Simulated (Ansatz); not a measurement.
Input for Ansatz (an electronic-structure program): R-CCSD(T)/def2-SVPD on HI (SMILES I) with ghost functions, monomers drawn apart or pushed together. Elements past Kr take the def2 small-core potentials; no spin–orbit coupling. The run froze 9 orbitals, filled d shells among them.

Ansatz 0.2 input:
```yaml
crystal:
  periodic: [false, false, false]
  atoms:
    - {symbol: I, position_ang: [-0.42323705, -1.16969828, -0.63275226]}
    - {symbol: H, position_ang: [-0.57646191, -0.96017161, 0.97324933]}
basis:
  gaussian:
    orbitals: def2-SVPD
    ghost_atoms:
      - {symbol: O, position_ang: [-0.60010018, -0.28297760, 3.70630457]}
      - {symbol: Si, position_ang: [0.25236157, 0.97436574, 4.38221132]}
      - {symbol: H, position_ang: [-1.19775485, -0.79519372, 4.25692425]}
      - {symbol: H, position_ang: [-0.66421618, 1.99194126, 4.94765810]}
      - {symbol: H, position_ang: [1.03993229, 1.54370049, 3.27408284]}
      - {symbol: H, position_ang: [1.14484615, 0.48921365, 5.46078351]}
magnetization: {spin_polarized: false}
correlation: {method: ccsd_t, electrons: outside_noble_gas}
scf: {lower_state_search: off}
```

### Question
Predict the final total energy.

### Answer
-297.3664 hartree (reference determinant -297.2331, T1 diagnostic 0.009).

### Question
How many basis functions does it have, and what does it roughly cost on one machine?

### Answer
122 functions; about 7 core-seconds (a rough figure).
